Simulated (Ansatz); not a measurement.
All values below come from Ansatz (a quantum-chemistry and plane-wave program) with frozen-core CCSD(T)/cc-pVTZ // B3LYP-D3(BJ)/def2-TZVP.

Ansatz 0.2 input:
```yaml
crystal:
  periodic: [false, false, false]
  atoms:
    - { symbol: O, position_ang: [-1.309159, -1.049579, 0.433884] }
    - { symbol: Ga, position_ang: [0.085993, -0.026203, -0.010444] }
    - { symbol: O, position_ang: [1.649666, -0.865789, -0.249258] }
    - { symbol: S, position_ang: [-0.194835, 2.14427, -0.231418] }
    - { symbol: H, position_ang: [-1.082325, -1.983538, 0.500649] }
    - { symbol: H, position_ang: [2.386446, -0.293333, -0.483852] }
    - { symbol: H, position_ang: [-1.503943, 2.062443, 0.067155] }
basis:
  gaussian: { orbitals: cc-pVTZ }
correlation:
  method: ccsd_t
```

Output:

```
Functional definition: HF
1082 factors; integrals over basis functions are off by at most 1.1e-3 eV
mean field evaluation 1: about -67274.4700 eV, gradient 5.2e1 eV
mean field evaluation 2: about -67274.5832 eV, gradient 5.2e1 eV
mean field evaluation 4: about -67279.5000 eV, gradient 2.9e0 eV
mean field evaluation 8: about -67279.5483 eV, gradient 2.4e-1 eV
mean field evaluation 16: about -67274.4700 eV, gradient 5.2e1 eV
mean field -67279.54871355 eV, -2472.4778115070 hartree, gradient 2.9e-6 eV, S^2 0.000000; 0 other end points of the search recorded, 0 dependent functions left out
16 core orbitals not correlated
reference -67279.54871355 eV, -2472.4778115070 hartree; 17, 17 occupied and 146, 146 virtual orbitals, 1082 factors
second order -22.40930950 eV of doubles, -0.00000000 eV of singles
cycle   1  -22.17713902 eV  change    2.3e-1 eV  update   1.2e-1
cycle   2  -22.76854860 eV  change   -5.9e-1 eV  update   3.5e-2
cycle   3  -22.89962732 eV  change   -1.3e-1 eV  update   1.8e-2
cycle   4  -22.88515663 eV  change    1.4e-2 eV  update   4.6e-3
cycle   5  -22.88281449 eV  change    2.3e-3 eV  update   2.2e-3
cycle   6  -22.88384769 eV  change   -1.0e-3 eV  update   6.5e-4
cycle   7  -22.88336391 eV  change    4.8e-4 eV  update   2.3e-4
cycle   8  -22.88331312 eV  change    5.1e-5 eV  update   6.7e-5
cycle   9  -22.88335956 eV  change   -4.6e-5 eV  update   2.5e-5
cycle  10  -22.88336036 eV  change   -8.1e-7 eV  update   8.6e-6
perturbative correction -0.97365213 eV, -0.0357810559 hartree
Total energy: -67303.40572605 eV, -2473.3545405453 hartree
```

Cost: around 3 core-minutes (rough).
